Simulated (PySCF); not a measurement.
```xyz
4
charge 1 multiplicity 1, angstrom
Te    0.0000    0.7088   -0.1323
Br    0.0022    0.0122    2.2204
Br    1.8911   -0.5895   -1.0032
Br   -1.8933   -0.5888   -0.9995
```

These are results of PySCF, PBE0, basis Te def2-SVP with ECP28, Br def2-SVP (scalar-relativistic core potentials, no spin–orbit coupling, density fitting), not measurements.

This geometry of TeBr₃⁺ is a stationary point at this level.

(1) What is the point group?

(2) Is it a minimum?

(3) List the harmonic modes with their infrared intensities.

(4) Give the atomic charges and bond orders.

(5) Give the ideal-gas entropy at 298.15 K and 1 bar by parts.

Answers

(1) C3v.

(2) Yes: all harmonic wavenumbers are real.

(3) 
```tsv
symmetry	ω (cm⁻¹)	IR (km/mol, summed over degenerate members)
e	77	0.9
a1	105	1.3
a1	274	3.9
e	280	60.7
```

(4) 
```csv
atom,Mulliken,Löwdin,polar tensor,Mayer order to Te1
Te1,0.92,0.74,1.53,–
"Br2,3,4",0.03,0.09,-0.18,1.17
```

(5) translation 182.5, rotation 122.7, vibration 66.7, spin 0.0; total 371.9 J/(mol K).

This need not be the most stable arrangement of these atoms.
